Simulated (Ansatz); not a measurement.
`N#CN[SiH2]O`, charge 0, multiplicity 1.

Task: Give a relaxed structure at PBE0-D4/def2-TZVP (Ansatz 0.2.0). (Best estimate.)

Result: Computed: 
Cartesian coordinates in Å:
```
N -0.155 2.690 0.909
C 0.224 1.783 0.303
N 0.644 0.707 -0.360
Si 0.179 -0.925 0.072
O -1.272 -1.385 -0.521
H 1.085 0.904 -1.247
H 1.174 -1.793 -0.583
H 0.192 -0.945 1.550
H -2.071 -1.036 -0.123
```
This is one stationary point; other conformers may exist.
